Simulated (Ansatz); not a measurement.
CH₇FN₂Si, SMILES `CN[SiH](N)F`, relaxed with RKS PBE-D4/def2-SVP in the Gaussian-basis code of Ansatz from a rough embedded geometry. The force threshold is 0.03 eV/Å; the program also tests the step.

The species carries charge 0 and has multiplicity 1.

Start:

```xyz
12

C    -0.817    1.645    0.079
N    -0.413    0.402   -0.384
Si    0.683   -0.578    0.423
N     0.531   -2.013   -0.624
F     0.116   -0.997    1.847
H    -1.558    2.151   -0.604
H    -0.015    2.359    0.217
H    -1.398    1.572    1.064
H    -1.255   -0.168   -0.575
H     2.048   -0.066    0.384
H     1.208   -2.633   -0.285
H     0.869   -1.675   -1.543
```

```csv
step,energy (eV),largest force (eV/Å),largest move (Å)
1,-14708.4648,3.052,0.000
2,-14709.0120,1.215,0.160
3,-14709.1499,0.448,0.127
4 (rejected),-14709.0968,1.455,0.200
5,-14709.2119,0.427,0.098
6,-14709.2354,0.184,0.100
7,-14709.2386,0.463,0.150
8 (rejected),-14709.2132,0.501,0.200
9,-14709.2486,0.056,0.070
10 (rejected),-14709.2475,0.094,0.049
11,-14709.2492,0.015,0.021
```

End:

```xyz
12

C    -0.884    1.739    0.093
N    -0.665    0.328   -0.163
Si    0.661   -0.623    0.377
N     0.747   -1.995   -0.669
F     0.513   -1.304    1.870
H    -1.237    2.278   -0.814
H     0.071    2.215    0.399
H    -1.620    1.937    0.907
H    -1.489   -0.182   -0.493
H     1.822    0.322    0.508
H     1.208   -2.845   -0.338
H     0.873   -1.871   -1.675
```

Run time 8 s (4 threads of a server CPU on a shared host); peak host memory 0.17 GiB.
